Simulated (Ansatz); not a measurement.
Molecule: FeF2, net charge 0, quintet state. The spin state was set by rule; other spins were not relaxed. 
Coordinates optimised at B3LYP-D3(BJ)/def2-TZVP (Ansatz, a program for electronic structure):
```xyz
3

Fe     0.0000     0.0000     0.0000
F      0.0000     0.0000     1.7587
F      0.0000     0.0000    -1.7587
```
Charge 0, spin multiplicity 5.

### Question
Give the harmonic wavenumbers at B3LYP-D3(BJ)/def2-TZVP (Ansatz, finite differences of forces, unscaled).

### Answer
144, 144, 603, 751 cm⁻¹. Zero-point energy 2.3 kcal/mol.

### Question
From these and the geometry, give the ideal-gas thermochemistry at 298.15 K and 1 atm (rigid rotor, harmonic oscillator).

### Answer
Point group D∞h, rotational symmetry number 2. Rotational constants 4.3, 4.3 GHz. S(trans) 39.53, S(rot) 15.07, S(vib) 6.21, S(elec, spin only) 3.20, S 64.0 cal/(mol K). H(298) - H(0) 3.05 kcal/mol; G - E(el) -13.7 kcal/mol.
